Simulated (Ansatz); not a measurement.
hydrogen telluride (SMILES [TeH2]) moved off its minimum; all values from Ansatz (a first-principles code), cores frozen in correlated methods. Elements past Kr take the def2 small-core potentials, without spin–orbit coupling.
(charge 0, multiplicity 1)
```xyz
3

Te    -0.00526    -0.05524     0.05253
H     -1.21283    -1.20388     0.01690
H      1.18211    -1.11584     0.01243
```

Problem. Give the forces (eV/Å), the total energy and the dipole at CCSD(T)/def2-TZVPPD.

Solution. 
```tsv
atom	Fx	Fy	Fz
Te1	-1.084	1.027	0.039
H2	0.216	-0.021	-0.001
H3	0.869	-1.006	-0.037
```
Energy -268.3301 hartree, dipole 0.24 D.
